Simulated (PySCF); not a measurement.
# Mayer bond orders and bond lengths

C7H7F3O.
Numbering: `[CH3:1][CH2:2][C@@H:3]1[CH:4]=[C:5]([C:6]([F:7])([F:8])[F:9])[C:10]1=[O:11]` (hydrogens: H12, H13, H14 on C1; H15, H16 on C2; H17 on C3; H18 on C4)

Cartesian coordinates in Å at the GFN2-xTB level; atoms count from 1:
```xyz
18
C7H7F3O angstrom
C     -1.8475    0.9799   -0.2000
C     -1.8809   -0.5419   -0.2714
C     -0.4893   -1.1544   -0.1359
C      0.3834   -0.6376    0.9888
C      1.3275   -0.1225    0.1845
C      2.6055    0.5999    0.4487
F      2.6050    1.8401   -0.0629
F      2.8359    0.7292    1.7678
F      3.6697   -0.0314   -0.0673
C      0.6102   -0.5559   -1.0508
O      0.7924   -0.4765   -2.2222
H     -2.8497    1.3825   -0.3203
H     -1.2188    1.3873   -0.9887
H     -1.4558    1.3148    0.7582
H     -2.5192   -0.9370    0.5220
H     -2.2991   -0.8545   -1.2296
H     -0.5475   -2.2434   -0.1895
H      0.2692   -0.6725    2.0569
```

Bond orders from the PBE0/pcSseg-1 density (PySCF). Isolated species at its GFN2-xTB geometry (one conformer only).

How far do the computed orders between heavy atoms stray from the drawn ones?

The largest departure is 0.336, at C4–C5 (drawn double, 1.664). Drawn double or triple, more than 0.30 short of the drawn order: C4–C5 (1.664).

Give the Mayer order of every bond, beside its length.

```json
{"bond": "C1–C2", "drawn as": "single", "length (Å)": "1.524", "Mayer order": "1.057"}
{"bond": "C2–C3", "drawn as": "single", "length (Å)": "1.526", "Mayer order": "1.010"}
{"bond": "C3–C4", "drawn as": "single", "length (Å)": "1.515", "Mayer order": "0.987"}
{"bond": "C4–C5", "drawn as": "double", "length (Å)": "1.343", "Mayer order": "1.664"}
{"bond": "C5–C6", "drawn as": "single", "length (Å)": "1.492", "Mayer order": "0.954"}
{"bond": "C6–F7", "drawn as": "single", "length (Å)": "1.342", "Mayer order": "1.003"}
{"bond": "C6–F8", "drawn as": "single", "length (Å)": "1.345", "Mayer order": "0.988"}
{"bond": "C6–F9", "drawn as": "single", "length (Å)": "1.341", "Mayer order": "1.006"}
{"bond": "C5–C10", "drawn as": "single", "length (Å)": "1.493", "Mayer order": "0.927"}
{"bond": "C10–O11", "drawn as": "double", "length (Å)": "1.188", "Mayer order": "2.100"}
{"bond": "C10–C3", "drawn as": "single", "length (Å)": "1.551", "Mayer order": "0.924"}
{"bond": "C1–H12", "drawn as": "single", "length (Å)": "1.087", "Mayer order": "0.966"}
{"bond": "C1–H13", "drawn as": "single", "length (Å)": "1.088", "Mayer order": "0.958"}
{"bond": "C1–H14", "drawn as": "single", "length (Å)": "1.088", "Mayer order": "0.959"}
{"bond": "C2–H15", "drawn as": "single", "length (Å)": "1.092", "Mayer order": "0.948"}
{"bond": "C2–H16", "drawn as": "single", "length (Å)": "1.091", "Mayer order": "0.943"}
{"bond": "C3–H17", "drawn as": "single", "length (Å)": "1.092", "Mayer order": "0.910"}
{"bond": "C4–H18", "drawn as": "single", "length (Å)": "1.075", "Mayer order": "1.032"}
```

By pair of heavy elements: C–C: lowest C10–C3 and C5–C10 (0.924, 1.551 Å), highest C4–C5 (1.664, 1.343 Å); in 8 of the 21 pairs the longer bond (by over 0.003 Å) has the higher order (by 0.02 or more). C–F: all 3 within 0.02 of one another (0.988 to 1.006). Bonds named together lie within 0.004.

Sum the orders of all bonds at each heavy atom with more than one neighbour and set the sums beside the valence in the SMILES.

C1 3.940 (drawn 4), C2 3.958 (drawn 4), C3 3.831 (drawn 4), C4 3.683 (drawn 4), C5 3.545 (drawn 4), C6 3.951 (drawn 4), C10 3.951 (drawn 4). Orders between atoms that aren't bonded are not in these sums.

For a closed shell the Mayer order of atoms A and B is Σ (PS)μν (PS)νμ over the basis functions μ on A and ν on B, with P the density and S the overlap matrix.
